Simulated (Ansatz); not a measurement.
A made-up structure of GeH4SO, closed shell:

S1  (-0.690, -0.458, 0.761)
O2  (-0.791, -1.852, -0.114)
Ge3  (0.563, 0.718, 0.201)
H4  (-1.413, -1.559, -0.797)
H5  (0.177, 1.164, -1.218)
H6  (0.473, 1.861, 1.219)
H7  (1.925, 0.011, 0.215)
(Å)

It is relaxed with PBE-D4/def2-SVP and then PBE0-D4/def2-TZVP (Ansatz 0.2.0). Atoms count as bonded within 1.22 times the sum of their covalent radii (H–H: 0.88 Å). The end point is not checked to be a true minimum.

Does its bonding change? (Judge from chemistry; the calculation decides.)

Computed: No: no bond forms or breaks.

Where it ends: The first stage lowers the energy by 2.80 eV in 6 steps. It ends as GeH₄SO ([OH][S][GeH3]):
S1  (-0.935, -0.636, 0.963)
O2  (-0.802, -1.855, -0.175)
Ge3  (0.615, 0.774, 0.199)
H4  (-1.456, -1.673, -0.859)
H5  (0.244, 1.224, -1.224)
H6  (0.590, 1.961, 1.173)
H7  (1.989, 0.089, 0.191)
(Å)

Labels in which every atom is bracketed show which atoms are joined, not bond orders.

For scale, one of the runs: PBE0-D4/def2-TZVP relaxation, 140 basis functions, launched by `ansatz run in.yaml --threads 2 --pin off --events-out ev --progress --plain --max-ram 4352MiB`. Hardware: 2 CPU threads of an Arm Neoverse V2, shared host. Wall time about 28 s.
